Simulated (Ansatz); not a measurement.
The B1–H3 bond of iminoborane (SMILES B=N) is stretched (multiplicity 1, the rest rigid).
Geometry at rest (charge 0, multiplicity 1):
```xyz
4

B      0.00000     0.00000    -0.69206
N      0.00000     0.00000     0.54092
H      0.00000     0.00000    -1.85891
H      0.00000     0.00000     1.53277
```

Correlated levels freeze the cores.

The values were computed with Ansatz (Gaussian orbitals). Each number belongs to the level named beside it.

FIC-MRCISD+Q on CASSCF(2,2)/cc-pVTZ, total energies (hartree):

```csv
R (Å),CASSCF,MRCISD,weight c² of the reference
1.167,-80.339586,-80.622162,0.91445
2.042,-80.236304,-80.508569,0.91402
3.734,-80.175341,-80.440723,0.91490
```

**Question.** Add the Davidson correction (E_MRCISD − E_CASSCF)(1 − c²)/c² and give the energies above the first point at the three levels.

**Answer.** 
Corrections (hartree): -0.026435, -0.025611, -0.024684. Above the first point (kcal/mol):
- R = 2.042 Å: CASSCF 64.8, MRCISD 71.3, with the correction 71.8
- R = 3.734 Å: CASSCF 103.1, MRCISD 113.9, with the correction 115.0

Ansatz is an electronic-structure program.
